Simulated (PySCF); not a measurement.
## Tin: a sound run and one with changed settings

Sound run: Sn⁺ [Kr] 4d10 5s2 5p1, Sn²⁺ [Kr] 4d10 5s2. All numbers are calculated (PySCF 2.14, scalar relativity through the core potential, in def2-TZVP with the def2 core potential (28 electrons)). In the sound run the correlated levels freeze 4s2 4p6 4d10 outside the core potential. The sound run starts from symmetry-adapted Hartree-Fock orbitals and uses a fine grid where one is needed.

Changed run: all electrons correlated in a basis built for the valence shell.

| species | method | sound run (hartree) | changed run (hartree) | converged |
| --- | --- | --- | --- | --- |
| Sn⁺ | MP2 | -213.12026 | -213.40222 | yes |
| Sn²⁺ | MP2 | -212.60775 | -212.88484 | yes |

Ionisation energy of Sn⁺:

```
 method  sound run (eV)  changed run (eV)
    UHF          13.750            13.750
    MP2          13.946            14.078
SCS-MP2          13.933            14.015
```

A valence basis has no tight correlating functions, so it recovers only part of the core correlation, and not evenly between atom and ion.

For comparison, NIST gives 14.633 eV between the lowest levels.
